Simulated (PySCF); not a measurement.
# Vertical excitation energies

Compound: C₇H₇NS.
SMILES: `[H]/N=C\c1ccccc1S`

Theory: PySCF, TDDFT PBE0/def2-SVPD, vertical, gas phase, core orbitals frozen in the response. Geometry: GFN2-xTB, one conformer, isolated molecule. Torsions of this conformer, `[H]/[N:1]=[CH:2]\[c:3]1[cH:4][cH:5][cH:6][cH:7][c:8]1[SH:9]`: N1–C2–C3–C4 -32°, H–S9–C8–C7 163°.

**Question.** List the vertical singlet excitations with oscillator strengths and describe the spectrum.

**Answer.** 

```csv
state,E (eV),λ (nm),ν̃ (cm⁻¹),f,"main configurations (H = HOMO, L = LUMO)"
S1,4.13,300.1,33330,0.062,H→L (92%)
S2,4.46,278.0,35970,0.0017,"H-1→L (57%), H-2→L (35%)"
S3,5.08,244.1,40960,0.073,"H→L+1 (60%), H-2→L (21%), H-1→L (9%)"
S4,5.53,224.4,44570,0.180,"H→L+2 (32%), H-2→L (25%), H-1→L (20%)"
S5,5.58,222.3,44980,0.156,"H→L+2 (48%), H→L+1 (19%), H-2→L (9%)"
S6,5.93,209.2,47800,0.040,"H-1→L+1 (54%), H-3→L (23%)"
```

Triplets, Tamm–Dancoff:

```tsv
state	E (eV)	λ (nm)	main configurations (H = HOMO, L = LUMO)
T1	3.36	369.0	H→L (68%), H-1→L (18%)
T2	3.77	328.5	H-1→L (47%), H-2→L (37%)
```

The lowest singlet comes at 300 nm (399 kJ/mol) in the ultraviolet; it is of moderate strength; its leading configuration is HOMO→LUMO (92%). The strongest level in the table is S4 at 5.53 eV (224 nm, f = 0.180). Löwdin shares by element: HOMO sulfur 42%, carbon 33% or more (atoms not listed hold the other 25%); LUMO carbon 41% or more, nitrogen 19% (atoms not listed hold the other 40%). The oscillator strengths of these states sum to 0.512; summed over the whole spectrum of an exact calculation they would give the number of electrons, 72 (Thomas–Reiche–Kuhn). The listed states span 1.79 eV, and the widest gap between neighbours is 0.62 eV (S2 to S3). Of the 6 states listed, 5 reach f = 0.01 and none stays under 0.0005. Only the lowest 6 singlets were computed, as vertical energies without vibronic structure.
